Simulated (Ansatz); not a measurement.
`[BH2][GeH2][BH]N` + HCl → `BCl` + `N[BH][GeH3]`  (cleavage of the B–Ge bond)

Gas-phase electronic energies from Ansatz, PBE0-D4/def2-TZVP geometries. CCSD(T)/CBS adds triple-zeta CCSD(T) − MP2 to the extrapolated MP2 energy (def2 sets, frozen cores). This one scheme is used for every species. Functionals use def2-TZVPP. B3LYP here is the variant with VWN-RPA as its local correlation; programs differ in this. HSE06 is defined as in plane-wave codes. For Ge outer-core shells are correlated without core-valence functions, which leaves a few kJ/mol of doubt a bond. Scalar relativity is left out up to krypton. Each species was taken in one conformer, which may not be the lowest.

| level | ΔE (kcal/mol) | difference from CCSD(T)/CBS |
| --- | --- | --- |
| PBE-D4 | -24.4 | -0.2 |
| revPBE-D4 | -24.4 | -0.2 |
| BLYP-D4 | -25.3 | -1.1 |
| r2SCAN-D4 | -25.4 | -1.2 |
| B97M-V | -26.4 | -2.2 |
| PBE0-D4 | -24.8 | -0.6 |
| B3LYP-D4 | -25.6 | -1.4 |
| r2SCANh-D4 | -25.5 | -1.3 |
| r2SCAN0-D4 | -25.6 | -1.4 |
| HSE06-D4 | -24.8 | -0.6 |
| BHLYP-D4 | -26.2 | -2.0 |
| CAM-B3LYP-D4 | -26.3 | -2.1 |
| ωB97X-V | -25.7 | -1.5 |
| ωB97M-V | -26.0 | -1.8 |
| B2PLYP | -26.3 | -2.1 |
| PBE-QIDH | -25.6 | -1.4 |
| revPBE | -24.8 | -0.6 |
| r2SCAN | -25.5 | -1.3 |
| B3LYP | -26.3 | -2.1 |
| r2SCANh | -25.6 | -1.4 |
| r2SCAN0 | -25.8 | -1.6 |
| HSE06 | -25.2 | -1.0 |
| BHLYP | -26.9 | -2.7 |
| CAM-B3LYP | -26.8 | -2.6 |
| LC-ωPBE | -25.5 | -1.3 |
| RPA@PBE/def2-TZVPP | -24.8 | -0.6 |
| HF/def2-SVP | -29.8 | -5.6 |
| MP2/def2-SVP | -29.8 | -5.6 |
| CCSD/def2-SVP | -28.9 | -4.7 |
| CCSD(T)/def2-SVP | -29.1 | -4.9 |
| HF/def2-TZVPP | -27.8 | -3.6 |
| MP2/def2-TZVPP | -25.8 | -1.6 |
| SCS-MP2/def2-TZVPP | -26.0 | -1.8 |
| CCSD/def2-TZVPP | -24.7 | -0.5 |
| CCSD(T)/def2-TZVPP | -24.7 | -0.5 |
| HF/def2-QZVPP | -27.9 | -3.7 |
| MP2/def2-QZVPP | -25.5 | -1.3 |
| SCS-MP2/def2-QZVPP | -25.8 | -1.6 |
| MP2/CBS(def2) | -25.2 | -1.0 |
| CCSD/CBS(def2) | -24.1 | 0.1 |
| CCSD(T)/CBS | -24.2 | 0 |

(1) What do rigid-rotor, harmonic-oscillator terms from PBE0-D4/def2-TZVP frequencies (298.15 K, 1 bar) make of the CCSD(T)/CBS value? (Best estimate.)

Largest T1 diagnostic among the species: 0.014.

Results:

(1) Computed: ΔZPE = +1.0 kcal/mol, ΔH = -23.9 kcal/mol, ΔS = 5 J/(mol·K), ΔG = -24.2 kcal/mol. Modes under 50 cm⁻¹ make the entropy rough.

Leaving LDA and LC-ωPBE aside and taking each functional with its dispersion term where it has one, the values spread over 2.1 kcal/mol, from B97M-V to revPBE-D4. In def2-TZVPP, CCSD(T) changes the Hartree–Fock value by +3.0 kcal/mol (the triples alone add −0.0 kcal/mol) and MP2 by +2.0 kcal/mol.
